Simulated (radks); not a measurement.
Mn2+, 23 electrons, occupied as [Ar] 3d5.

Calculated with a radial shooting solver on a logarithmic mesh with Libxc functionals: Dirac Kohn-Sham, LDA (Slater exchange, Perdew-Wang correlation), spin-unpolarised, spherical densities, finite nucleus; open shells are shared between the two j in proportion to 2j + 1; Fermi nuclear charge, rms radius 3.7057 fm.

Energy parts (eV):
part                      energy
total                 -31436.149
kinetic                31823.935
electron-nucleus      -74757.853
Hartree                12841.046
exchange-correlation   -1343.277

Orbitals (lengths in bohr, moments of r in powers of bohr; <r^-3> diverges for s and p1/2):
orbital,occ.,eigenvalue (eV),<r^-3>,<r>,<r^2>,small-component weight
1s1/2,2,-6431.391,-,0.06101,0.005005,8.04e-03
2s1/2,2,-759.6697,-,0.2799,0.09262,1.46e-03
2p1/2,2,-654.2432,-,0.2454,0.07418,1.44e-03
2p3/2,4,-643.8364,408.5,0.2483,0.07585,1.42e-03
3s1/2,2,-103.2933,-,0.8537,0.8421,3.15e-04
3p1/2,2,-73.2468,-,0.8990,0.9538,2.78e-04
3p3/2,4,-71.9688,50.47,0.9082,0.9732,2.73e-04
3d3/2,2,-24.6959,4.287,1.144,1.692,1.73e-04
3d5/2,3,-24.5713,4.218,1.149,1.705,1.72e-04

The highest occupied level is 3d5/2 at -24.571 eV. The density falls to 0.001 e/bohr^3 at r = 3.09 bohr.
